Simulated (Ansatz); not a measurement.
Two members of one family (AlF3 adduct), computed with Ansatz in the gas phase. The two geometries come from different levels. Binding counts from free atoms in the multiplicity of their measured ground term, without zero-point energy. A dash marks a value that wasn't run or was left out as unsound. The structures are stationary points that may keep the symmetry of their start. Remarks come from the PBE and PBE0 runs and from stability tests at other levels; not every state was tested. HOMO above LUMO (over both spins in singlets and doublets, within one spin in higher multiplets; at PBE or PBE0), or a gap under 0.15 eV within one spin, warns that the state may not be the lowest or that an electron is smeared out.

First: Al(H2O)F3 (singlet, charge 0, PBE0-D4/def2-SVP geometry).

```xyz
7

Al    0.3376   -0.7340    0.2095
O    -0.2747    1.1027   -0.0012
H    -0.0119    1.4365   -0.8724
H    -1.2418    1.1407    0.0491
F    -1.1922   -1.3770    0.3693
F     1.3275   -0.7602    1.5393
F     1.0555   -0.8087   -1.2935
```

```
                level  HOMO (eV)  LUMO (eV)  gap (eV)  vertical IE (eV)  binding per atom (eV)
LDA (SPW92)/def2-TZVP      -8.86      -1.93      6.93                 –                   4.83
     PBE-D4/def2-TZVP      -8.59      -1.78      6.81             12.34                   4.26
  r2SCAN-D4/def2-TZVP      -9.08      -1.04      8.04             12.68                   4.24
   B3LYP-D4/def2-TZVP     -10.36      -1.29      9.07                 –                   4.18
   HSE06-D4/def2-TZVP     -10.25      -1.23      9.02                 –                   4.14
```

Remarks: gap within one spin near zero at PBE or PBE0 (+1 doublet).

Second: Al(NH3)F3 (singlet, charge 0, r2SCAN-D4/def2-SVP geometry).

```xyz
8

Al    0.5797    0.2001   -0.8250
N    -0.5508   -0.1909    0.7840
H    -0.0293   -0.7358    1.4745
H    -1.3840   -0.7246    0.5237
H    -0.8590    0.6756    1.2338
F    -0.3642   -0.4761   -2.0240
F     1.9769   -0.6155   -0.4122
F     0.6306    1.8673   -0.7548
```

**Question.** Estimate the same table for the second.

**Answer.** 
| level | HOMO (eV) | LUMO (eV) | gap (eV) | vertical IE (eV) | binding per atom (eV) |
| --- | --- | --- | --- | --- | --- |
| LDA (SPW92)/def2-TZVP | -8.53 | -1.47 | 7.06 | – | 4.67 |
| PBE-D4/def2-TZVP | -8.26 | -1.36 | 6.90 | 11.96 | 4.16 |
| r2SCAN-D4/def2-TZVP | -8.76 | -0.59 | 8.17 | 12.30 | 4.11 |
| B3LYP-D4/def2-TZVP | -10.03 | -0.91 | 9.12 | – | 4.10 |
| HSE06-D4/def2-TZVP | -9.92 | -0.88 | 9.03 | – | 4.05 |

Remarks: gap within one spin near zero at PBE or PBE0 (+1 doublet).
